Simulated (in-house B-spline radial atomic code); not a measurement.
Configurations of Cr III (Cr2+), with energies counted from [Ar] 3d4. Computed with a B-spline radial code for spherical atoms: non-relativistic B97-1, spin-polarised, spherical fractional occupations, point nucleus. Shells without spins written out take the highest spin.

Caution: exact exchange at fractional occupations of open shells leaves self-interaction of up to several eV.

Occupations are held fixed; configurations that lie above the ionisation limit could autoionise.

| configuration | E - E(ref) (eV) | highest orbital | its <r> (bohr) |
| --- | --- | --- | --- |
| [Ar] 3d(1 up, 3 down) | 5.0026 | 3d up | 1.283 |
| [Ar] 3d(3 up, 0 down) 4s(1 up, 0 down) | 8.2075 | 4s up | 2.581 |
| [Ar] 3d3 4p1 | 14.254 | 4p up | 3.035 |
| [Ar] 3d3 4d1 | 21.283 | 4d up | 4.307 |
| [Ne] 3s2 3p5 3d4 4s1 | 48.436 | 4s up | 2.557 |
| [Ne] 3s2 3p5 3d4 4p1 | 54.571 | 4p up | 3.004 |
| [Ne] 3s2 3p5 3d4 4d1 | 61.692 | 4d up | 4.265 |

Order these further configurations by energy, lowest first.
A. [Ne] 3s2 3p5 3d5
B. [Ne] 3s2 3p(2 up, 3 down) 3d(3 up, 1 down) 4d(0 up, 1 down)
C. [Ar] 3d3 4f1
D. [Ne] 3s2 3p5 3d4 4f1
E. [Ne] 3s2 3p(3 up, 2 down) 3d(2 up, 2 down) 4s(0 up, 1 down)

C (25.377 eV), A (38.158 eV), E (59.329 eV), D (65.87 eV), B (71.921 eV).

How far above the reference does [Ar] 3d(2 up, 2 down) lie?

6.701 eV; its least bound orbital is 3d up with <r> = 1.235 bohr.

How far above the reference does [Ne] 3s2 3p(3 up, 2 down) 3d(3 up, 1 down) 4f(0 up, 1 down) lie?

73.135 eV; its least bound orbital is 4f down with <r> = 5.956 bohr.
